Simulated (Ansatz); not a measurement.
Geometry optimisation, RKS PBE-D4/def2-SVP (Ansatz).

input.yaml

```yaml
crystal:
  periodic: [false, false, false]
  atoms:
    - { symbol: O, position_ang: [-2.171, -1.5958, 0.4005] }
    - { symbol: C, position_ang: [-0.9138, -1.2172, -0.0979] }
    - { symbol: Si, position_ang: [-0.3704, 0.5744, 0.0363] }
    - { symbol: O, position_ang: [1.17752, 0.82759, -0.56381] }
    - { symbol: Si, position_ang: [-1.88513, 1.84412, -1.23278] }
    - { symbol: Cl, position_ang: [-0.3486, 1.19345, 1.97108] }
    - { symbol: H, position_ang: [-2.3851, -0.996, 1.1724] }
    - { symbol: H, position_ang: [-0.1677, -1.8368, 0.4395] }
    - { symbol: H, position_ang: [-0.8733, -1.5057, -1.105] }
    - { symbol: H, position_ang: [1.40342, 0.66926, -1.47105] }
    - { symbol: H, position_ang: [-1.75514, 1.41238, -2.66324] }
    - { symbol: H, position_ang: [-3.25355, 1.64441, -0.79533] }
    - { symbol: H, position_ang: [-1.52645, 3.29907, -1.11988] }
basis:
  gaussian: { orbitals: def2-SVP }
hamiltonian:
  xc: pbe
  dispersion: d4
relax:
  f_tol: 0.015
  max_steps: 40
```

Run as:

```bash
$ ansatz run input.yaml --threads 2 --pin off --max-ram 3072MiB --backend cpu --events-out ev --progress --plain --runs-dir out
```

Task: Where does it end, and by what steps?

Result: It converged. The force dipped under the threshold on the way, but the program's further checks kept it going. After 23 steps the energy has fallen by 0.481 eV; H10 moved furthest, 0.98 Å.

| step | energy less start (eV) | largest force component (eV/Å) | accepted |
| --- | --- | --- | --- |
| 0 | 0.0000 | 2.627 | yes |
| 1 | -0.2630 | 0.566 | yes |
| 2 | -0.3332 | 0.294 | yes |
| 3 | -0.3573 | 0.326 | yes |
| 4 | -0.3739 | 0.516 | yes |
| 5 | -0.3833 | 0.560 | yes |
| 6 | -0.4096 | 0.303 | yes |
| 7 | -0.4171 | 0.125 | yes |
| 8 | -0.4163 | 0.327 | no |
| 9 | -0.4181 | 0.875 | yes |
| 10 | -0.4486 | 0.315 | yes |
| 11 | -0.4684 | 0.192 | yes |
| 12 | -0.4753 | 0.170 | yes |
| 13 | -0.4781 | 0.187 | yes |
| 14 | -0.4791 | 0.064 | yes |
| 15 | -0.4791 | 0.064 | yes |
| 16 | -0.4800 | 0.019 | yes |
| 17 | -0.4801 | 0.055 | yes |
| 18 | -0.4803 | 0.031 | yes |
| 19 | -0.4805 | 0.011 | yes |
| 20 | -0.4807 | 0.016 | yes |
| 21 | -0.4808 | 0.019 | yes |
| 22 | -0.4808 | 0.016 | yes |
| 23 | -0.4809 | 0.007 | yes |

```xyz
13
Properties=species:S:1:pos:R:3
O -2.216 -1.425 0.479
C -0.918 -1.360 -0.106
Si -0.382 0.455 -0.183
O 1.201 0.535 -0.731
Si -1.887 1.847 -1.335
Cl -0.519 1.092 1.834
H -2.146 -0.999 1.357
H -0.153 -1.976 0.431
H -0.993 -1.776 -1.133
H 1.562 1.427 -0.877
H -2.062 1.379 -2.757
H -3.223 1.864 -0.647
H -1.334 3.249 -1.361
```

Whether the end is a true minimum wasn't checked by a vibrational analysis.

Run time: 71 s on 2 threads of Arm Neoverse V2, with other jobs on the host, peak memory 0.18 GiB.
